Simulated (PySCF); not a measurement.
Vertical excitations of a molecule C2H3O2, multiplicity 2 from TDA-LC-ωPBE/def2-SVPD (PySCF), as energy in eV (oscillator strength): 4.22 (0.008), 5.37 (0.001), 5.61 (0.018), 7.00 (0.004), 7.45 (0.007), 7.61 (0.004), 7.91 (0.020), 7.99 (0.001), 8.53 (0.007), 8.53 (0.023). The structure is a stationary point at PBE0-D3(BJ)/def2-SVP. Other conformers were not sampled.

Q: Identify the compound among the candidates.
A. CO[C]=O
B. [CH2]C(=O)O
C. [CH2]OC=O
D. CC([O])=O

A: A, CO[C]=O
